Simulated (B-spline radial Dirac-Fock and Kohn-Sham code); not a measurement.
Z = 17 (chlorine), transition energy 295 keV. Model: a Dirac-Hartree-Slater potential of the neutral atom with a Latter tail (no hole, which puts coefficients of high multipoles low close above an edge), finite nucleus with surface currents. Program: a radial finite-basis atomic code. Subshells that would emit electrons below 1 keV are left out.

Question: A pure transition shows α(K) = 0.00253, L1/L2 = 101 and L1/L3 = 75.0. What is its multipolarity?
A. E4
B. E3
C. E1
D. E2
E. M1
F. M4
G. M3
H. M2

Answer: D. For comparison, α(K), L1/L2, L1/L3 are E1 0.000480, 243, 123; E3 0.0115, 43.5, 40.5; E4 0.0497, 22.4, 23.3; M1 0.000497, 147, 230; M2 0.00221, 76.0, 153; M3 0.00958, 46.2, 66.8; M4 0.0413, 31.1, 33.2.

Values without a named source are computed, but for edge energies of neutral atoms, which are taken from tables.
